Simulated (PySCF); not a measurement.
**Exercise with solution: dipole moment from atomic charges**

SiH2FCl, SMILES [SiH2](Cl)F. Atoms are numbered in the order given.

```xyz
5

Si     0.5114     0.5551     0.0000
F     -0.7342     1.5518     0.0000
Cl    -0.1834    -1.3707     0.0000
H      1.2828     0.7820    -1.2305
H      1.2828     0.7820     1.2305
```

Geometry: B3LYP-D3(BJ)/def2-TZVP.

Charges (e) from PySCF with ωB97X/def2-TZVPD:

```json
[
 {"atom": "Si1", "IAO": "1.169", "ESP fit": "0.338"},
 {"atom": "F2", "IAO": "-0.538", "ESP fit": "-0.191"},
 {"atom": "Cl3", "IAO": "-0.322", "ESP fit": "-0.127"},
 {"atom": "H4", "IAO": "-0.155", "ESP fit": "-0.010"},
 {"atom": "H5", "IAO": "-0.155", "ESP fit": "-0.010"}
]
```

The dipole moment of the full density is 1.44 D.

What dipole moment does each set of point charges give, and which comes closer to that of the density?


μ = Σ q r, and 1 e Å = 4.8032 D.
IAO: Σ q r = (0.654, 0.013, 0.000) e Å, |μ| = 3.14 D.
ESP fit: Σ q r = (0.311, 0.050, 0.000) e Å, |μ| = 1.51 D.
ESP fit comes closer in size. Point charges leave out the atoms' own dipoles (lone pairs, polarised bonds); fits to the potential absorb them, partitions of the density don't.
